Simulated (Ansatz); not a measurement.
The cluster Re₃⁻ (the lowest singlet isomer of a short search), 3 atoms. Hardware: 4 threads of Intel Xeon on a shared host.

In the def2 sets Re takes a core potential; there is no spin–orbit coupling.

**Question.** How many basis functions does each of these Ansatz runs have, and roughly what does it cost? LDA (SPW92)/def2-TZVPD, charge -1 triplet, energy, from earlier orbitals; PBE-D4/def2-SVPD, charge -1 singlet, energy, from earlier orbitals; PBE0-D4/def2-TZVPD, charge -1 quintet, energy, from earlier orbitals; LC-ωPBE/def2-TZVPD, charge -1 quintet, energy, from earlier orbitals; PBE0-D4/def2-TZVPD, charge -1 quintet, relaxation, 16 steps; LC-ωPBE/def2-TZVPD, charge -1 singlet, energy, from earlier orbitals; PBE0-D4/def2-TZVPD, charge -1 singlet, relaxation, 6 steps; LDA (SPW92)/def2-TZVPD, charge -1 singlet, energy, from earlier orbitals; r2SCAN-D4/def2-TZVPD, charge -1 unrestricted singlet, energy, from earlier orbitals; r2SCAN-D4/def2-TZVPD, charge -1 triplet, energy, from earlier orbitals; PBE-D4/def2-TZVPD, charge -1 unrestricted singlet, energy, from earlier orbitals; CAM-B3LYP-D4/def2-TZVPD, charge -1 triplet, energy, from earlier orbitals.

**Answer.** Other jobs shared the machine, so times can vary by a factor of up to 3. A dash marks memory too small to be measured apart from the calling script's.

| run | functions | fitting or Cholesky vectors | wall time | peak host memory (GiB) |
| --- | --- | --- | --- | --- |
| LDA (SPW92)/def2-TZVPD, charge -1 triplet, energy, from earlier orbitals | 129 | 1101 | 6.5 s | – |
| LDA (SPW92)/def2-TZVPD, charge -1 singlet, energy, from earlier orbitals | 129 | 1101 | 6.5 s | – |
| PBE-D4/def2-SVPD, charge -1 singlet, energy, from earlier orbitals | 105 | 936 | 9 s | – |
| LC-ωPBE/def2-TZVPD, charge -1 quintet, energy, from earlier orbitals | 129 | 1101 | 30 s | – |
| LC-ωPBE/def2-TZVPD, charge -1 singlet, energy, from earlier orbitals | 129 | 1101 | 31 s | – |
| CAM-B3LYP-D4/def2-TZVPD, charge -1 triplet, energy, from earlier orbitals | 129 | 1236 | 50 s | 0.59 |
| PBE0-D4/def2-TZVPD, charge -1 singlet, relaxation, 6 steps | 129 | 1263 | 57 s | – |
| r2SCAN-D4/def2-TZVPD, charge -1 unrestricted singlet, energy, from earlier orbitals | 129 | 1101 | 64 s | – |
| r2SCAN-D4/def2-TZVPD, charge -1 triplet, energy, from earlier orbitals | 129 | 1101 | 83 s | – |
| PBE0-D4/def2-TZVPD, charge -1 quintet, energy, from earlier orbitals | 129 | 1266 | 1.8 min | 0.6 |
| PBE-D4/def2-TZVPD, charge -1 unrestricted singlet, energy, from earlier orbitals | 129 | 1101 | 4.1 min | – |
| PBE0-D4/def2-TZVPD, charge -1 quintet, relaxation, 16 steps | 129 | 1257 | 5.4 min | 0.56 |
